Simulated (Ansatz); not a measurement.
Reaction (formal exchange of groups at the Si–C bond): `C=C[SiH3]` + `B[CH2][SnH3]` → `[SiH3]B[CH2][SnH3]` + ethylene

Program: Ansatz. Geometries: PBE0-D4/def2-TZVP. ΔE: electronic, gas phase. CCSD(T)/CBS is the MP2 limit (def2-TZVPP, def2-QZVPP) plus CCSD(T) − MP2 in def2-TZVPP, frozen cores. This one scheme is used for every species. DFT in def2-TZVPP. def2 core potentials past Kr. For Sn outer-core shells are correlated without core-valence functions, which leaves a few kJ/mol of doubt a bond. Each species was taken in one conformer, which may not be the lowest.

```json
{"level": "revPBE-D4", "ΔE (kcal/mol)": "0.5", "difference from CCSD(T)/CBS": "-1.5"}
{"level": "PBE0-D4", "ΔE (kcal/mol)": "1.0", "difference from CCSD(T)/CBS": "-1.0"}
{"level": "r2SCANh-D4", "ΔE (kcal/mol)": "2.1", "difference from CCSD(T)/CBS": "0.1"}
{"level": "r2SCAN0-D4", "ΔE (kcal/mol)": "2.3", "difference from CCSD(T)/CBS": "0.3"}
{"level": "ωB97X-V", "ΔE (kcal/mol)": "2.6", "difference from CCSD(T)/CBS": "0.6"}
{"level": "B2PLYP", "ΔE (kcal/mol)": "3.6", "difference from CCSD(T)/CBS": "1.6"}
{"level": "revPBE", "ΔE (kcal/mol)": "1.2", "difference from CCSD(T)/CBS": "-0.8"}
{"level": "BLYP", "ΔE (kcal/mol)": "3.2", "difference from CCSD(T)/CBS": "1.2"}
{"level": "PBE0", "ΔE (kcal/mol)": "1.7", "difference from CCSD(T)/CBS": "-0.3"}
{"level": "r2SCAN0", "ΔE (kcal/mol)": "2.5", "difference from CCSD(T)/CBS": "0.5"}
{"level": "LC-ωPBE", "ΔE (kcal/mol)": "2.3", "difference from CCSD(T)/CBS": "0.3"}
{"level": "RPA@PBE/def2-TZVPP", "ΔE (kcal/mol)": "2.3", "difference from CCSD(T)/CBS": "0.3"}
{"level": "MP2/def2-SVP", "ΔE (kcal/mol)": "2.6", "difference from CCSD(T)/CBS": "0.6"}
{"level": "CCSD(T)/def2-TZVPP", "ΔE (kcal/mol)": "2.2", "difference from CCSD(T)/CBS": "0.2"}
{"level": "HF/CBS(def2)", "ΔE (kcal/mol)": "6.2", "difference from CCSD(T)/CBS": "4.2"}
{"level": "MP2/CBS(def2)", "ΔE (kcal/mol)": "3.3", "difference from CCSD(T)/CBS": "1.3"}
{"level": "CCSD(T)/CBS", "ΔE (kcal/mol)": "2.0", "difference from CCSD(T)/CBS": "0"}
```

Largest T1 diagnostic among the species: 0.013.

Leaving LDA and LC-ωPBE aside and taking each functional with its dispersion term where it has one, the values, not all of them listed here, spread over 3.3 kcal/mol, from PBE-D4 to B2PLYP. The D4 term adds −1.1 kcal/mol with B3LYP and −0.7 kcal/mol with PBE0; it sums over pairs of atoms, weighted by their polarisabilities, and B3LYP, whose exchange is more repulsive, gets the larger term. From BLYP to BHLYP (50 % exact exchange), in def2-TZVPP and without D4, ΔE moves by +1.3 kcal/mol.

B3LYP here is the variant with VWN-RPA as its local correlation; programs differ in this.
